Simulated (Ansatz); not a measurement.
Consider the atomization: `F[B]1N[SiH2][GeH2]1` → B• + F• + Ge• + 5 H• + N• + Si•.

Program: Ansatz. Geometries: PBE0-D4/def2-TZVP. ΔE: electronic, gas phase. CCSD(T)/CBS is the MP2 limit (def2-TZVPP, def2-QZVPP) plus CCSD(T) − MP2 in def2-TZVPP, frozen cores. This one scheme is used for every species, atoms too. Open shells (•) are unrestricted, without spin–orbit coupling. Spin–orbit coupling would lower the free atoms: a little for B, F, Si; clearly for Ge. Bonds to Ge are less sure, by a few kJ/mol each and by 10 to 20 or more in all where they break to atoms, as the def2 sets lack core-valence functions. Scalar relativity is left out up to krypton.

`F[B]1N[SiH2][GeH2]1`:

Cartesian coordinates in Å:
```
F 0.025 0.111 -2.678
B 0.015 0.056 -1.352
N -1.153 0.133 -0.570
Si -0.661 0.015 1.125
Ge 1.489 -0.146 0.123
H -2.084 0.237 -0.952
H -1.049 1.229 1.893
H -1.276 -1.165 1.792
H 2.230 -1.482 0.257
H 2.466 1.012 0.362
```

| species | CCSD(T)/CBS(def2) energy (Eh) |
| --- | --- |
| `F[B]1N[SiH2][GeH2]1` | -2547.59564 |
| B• | -24.60433 |
| F• | -99.66871 |
| Ge• | -2076.01830 |
| H• | -0.50000 |
| N• | -54.53257 |
| Si• | -288.94402 |

Question: Work out ΔE.

Answer: ΔE = 5 × (-0.50000) + (-24.60433) + (-99.66871) + (-2076.01830) + (-54.53257) + (-288.94402) − (-2547.59564) = 1.32771 Eh = +833.2 kcal/mol.

Largest T1 diagnostic among the species: 0.014.

From r2SCAN to r2SCAN0 (25 % exact exchange), in def2-TZVPP and without D4, ΔE moves by −13.7 kcal/mol: exact exchange takes away binding that semilocal exchange gives to molecules. In def2-TZVPP, CCSD(T) changes the Hartree–Fock value by +207.7 kcal/mol (the triples alone add +13.1 kcal/mol) and MP2 by +220.6 kcal/mol; breaking electron pairs costs correlation energy, which Hartree–Fock lacks.

For atomizations the MP2-based limit and the directly extrapolated one differ by several kJ/mol either way, and by 10 to 25 for some Ge, Se and Sn compounds, so smaller differences from it don't rank the levels.
